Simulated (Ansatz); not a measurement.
Isomers of Al2O6H6 (singlet), relaxed with r2SCAN-D4/def2-SVP; total energies from Ansatz at PBE0-D4/def2-TZVP.

```csv
isomer,description,energy (Eh)
A,point group not assigned; 7 × Al–O 1.70 to 1.88 Å; 1 × O–O 1.45 Å; 5 × H–O 0.96 to 0.99 Å; 1 × Al–H 1.58 Å,-939.59595
B,point group not assigned; 7 × Al–O 1.70 to 2.06 Å; 1 × O–O 1.51 Å; 5 × H–O 0.96 to 0.97 Å; 2 × Al–H 1.73 to 1.75 Å,-939.57308
```

The isomers come from a short search, and lower ones may exist.

Question: Work out the relative energies (1 Eh = 2625.5 kJ/mol) and the Boltzmann populations at 1200 K from electronic energies alone (R = 8.314 J/mol/K).

Answer: ΔE: A 0.0, B 60.0 kJ/mol. RT = 9.98 kJ/mol. Factors exp(−ΔE/RT): A 1, B 0.00245; sum 1.002. Populations: A 99.8 %, B 0.2 %. Zero-point energy, vibrational entropy and symmetry numbers are left out and can shift these; an error of 4 kJ/mol changes a ratio by a factor of 1.5. Over the other density-functional and correlated levels in def2 sets, the gap between A and B ranges from 53 to 75 kJ/mol.
